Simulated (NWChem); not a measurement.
hydrogen bromide (HBr); SMILES Br

Results from NWChem. Pople sets run with spherical d functions. Medium grid unless said otherwise, to which SCAN and Minnesota functionals are sensitive. Coordinates come from a PBE0/def2-SVP optimisation. Computed dipoles belong to the equilibrium geometry; the measured one is vibrationally averaged.

Measured dipole moment: 0.83 D (NIST CCCBDB, as tabulated in the package chemicals).

```csv
level,dipole moment (D),computed − measured
B3LYP/6-31G*,1.10,+0.27
PBE/6-31G*,1.12,+0.29
LC-BLYP (range parameter 0.33 per bohr)/6-31G*,1.18,+0.35
B97-2/6-31G*,1.13,+0.30
M06-L/6-31G*,1.02,+0.19
r2SCAN0/6-31G*,1.18,+0.35
"LC-wPBE (HJS exchange hole, range parameter 0.4 per bohr)/6-31G*",1.18,+0.35
OLYP/6-31G*,1.10,+0.27
PW6B95/6-31G*,1.10,+0.27
MPW1K/6-31G*,1.16,+0.33
M06-2X/6-31G*,1.17,+0.34
```
